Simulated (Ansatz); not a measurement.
`[SiH3]C1CCC1` → `[CH]1CCC1`• + `[SiH3]`• at 298.15 K and 1 bar (homolysis of the C–Si bond).

Isolated molecules relaxed with PBE0-D4/def2-TZVP in Ansatz; ΔE leaves out vibrations. CCSD(T)/CBS is the MP2 limit (def2-TZVPP, def2-QZVPP) plus CCSD(T) − MP2 in def2-TZVPP, frozen cores. This one scheme is used for every species. Open shells (•) are unrestricted, without spin–orbit coupling.

| species | CCSD(T)/CBS energy (Eh) | H − E (kJ/mol) | S (J/(mol·K)) |
| --- | --- | --- | --- |
| `[SiH3]C1CCC1` | -447.27543 | 349.5 | 328.0 |
| `[CH]1CCC1`• | -156.32526 | 265.6 | 288.9 |
| `[SiH3]`• | -290.80808 | 66.0 | 217.1 |

H − E and S are ideal-gas, rigid-rotor, harmonic terms from PBE0-D4/def2-TZVP, with the whole ground term of open shells counted as degenerate. 1 Eh = 2625.50 kJ/mol, R = 8.31446 J/(mol·K).

Question: By hand: ΔE, ΔH, ΔS and ΔG.

Answer: ΔE = (-156.32526) + (-290.80808) − (-447.27543) = 0.14209 Eh = 373.1 kJ/mol. Δ(H − E) = 265.6 + 66.0 − 349.5 = -17.9, so ΔH = 355.2 kJ/mol. ΔS = 288.9 + 217.1 − 328.0 = 178.0 J/(mol·K). ΔG = 355.2 − 298.15 × (178.0)/1000 = 302.1 kJ/mol.

Question: By hand: the equilibrium constant, and the temperature at which ΔG would vanish if ΔH and ΔS stayed fixed.

Answer: log₁₀ K = −ΔG/(RT ln 10) = -52.9. ΔG = 0 at ΔH/ΔS = 1996 K.

The number of gas molecules changes by +1, which sets the sign of ΔS. A doubt of 5 kJ/mol in ΔE shifts log₁₀ K by 0.9 here. Modes under 60 cm⁻¹, often nearly free rotors, make the harmonic entropy too high. These are equilibria of isolated gas molecules and say nothing of rates. Largest T1 diagnostic: 0.015 (customary marks: 0.02 for closed shells, 0.045 for open ones).
